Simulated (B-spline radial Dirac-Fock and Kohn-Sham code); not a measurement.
ΔSCF core binding energies without Breit or QED terms, calculated with a radial B-spline solver.

A sound run for neutral platinum in the configuration [Xe] 4f14 5d9 6s1: The ground state converged in 12 iterations, with total energy -18434.87710 Ha, virial ratio 1.87485 and highest orbital energy -7.73 eV. ΔSCF binding energies: K (1s) 78814.8 eV, L3 (2p3/2) 11604.5 eV. Holes are computed only in closed shells, and unreliable hole states are left out.

A second run, with one unsound setting: The ground state converged in 24 iterations, with total energy -22516.50386 Ha, virial ratio 1.19088 and highest orbital energy -1.58 eV. ΔSCF binding energies: K (1s) 21930.9 eV, L3 (2p3/2) 22433.6 eV. Holes are computed only in closed shells, and unreliable hole states are left out.

```
iter   energy (Ha)        error
   1   -19532.48311319  4.81e+01
   2   -22484.21074384  2.00e+01
   3   -22378.91789518  1.24e+01
   4   -22496.35363744  4.25e+00
   5   -22349.27904687  1.76e+00
   6   -22452.09327030  2.30e+00
   7   -22493.42681749  1.11e+00
   8   -22511.79174631  3.81e-01
   9   -22515.82709747  2.21e-01
  17   -22516.50380377  8.41e-04
  24   -22516.50385921  1.83e-07
```

Question: Which fault fits the second run best?
A. speed of light below Z
B. mesh too coarse
C. functional not served
D. too few iterations

Answer: A. The input had c_factor = 0.1959: c_factor makes c so small that Zα exceeds 1, so any numbers that come out have no meaning.
